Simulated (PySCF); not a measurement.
**Small edits and their spectra**

Starting compound: `C1=CC([SiH2]O)=CO1`, C₄H₆O₂Si.

1H NMR (500 MHz, computed): δ 7.66 (m, 1H), 7.52 (m, 1H), 6.56 (m, 1H), 5.58 (s, 2H), 1.12 (br s, 1H). 13C{1H} NMR (computed): δ 152.5 (CH), 148.9 (CH), 121.7 (C), 118.7 (CH).

Non-relativistic, isolated molecule, one conformer, fast rotation and ring inversion assumed for equivalent nuclei. Structure optimised with GFN2-xTB; PBE0/pcSseg-1 with gauge-including orbitals; PySCF.

Shifts are taken against calculated references (same method and geometry level): 1H and 13C against TMS. Where no couplings were computed, multiplicities follow the n + 1 count of equivalent neighbours, and m marks all less simple cases (inequivalent or close neighbours, rings, F or P nearby). Shifts are as computed. Against solution values, carbons near 30 ppm lie about +3 ppm off and those near 130 ppm about +5 ppm. Of 1309 compounds with measured shifts, 239 miss one by over three times the rms of a fit or turn the order of signals round; such compounds aren't used in these exercises. OH and NH positions are gas-phase values without hydrogen bonding to other molecules.

(1) What are the spectra after this edit: H on C replaced by CH3, giving `Cc1cc([SiH2]O)co1`?

(2) What are the spectra after this edit: H on C replaced by OCH3, giving `COc1occc1[SiH2]O`?

Answers

(1) 1H NMR (500 MHz, computed): δ 7.44 (m, 1H), 6.15 (m, 1H), 5.51 (s, 2H), 2.44 (s, 3H), 1.03 (br s, 1H). 13C{1H} NMR (computed): δ 158.9 (C), 151.6 (CH), 122.5 (C), 115.4 (CH), 16.1 (CH3).

(2) 1H NMR (500 MHz, computed): δ 7.06 (m, 1H), 6.43 (m, 1H), 5.58 (s, 2H), 4.11 (s, 3H), 2.21 (br s, 1H). 13C{1H} NMR (computed): δ 171.8 (C), 137.4 (CH), 121.3 (CH), 90.4 (C), 56.4 (CH3).
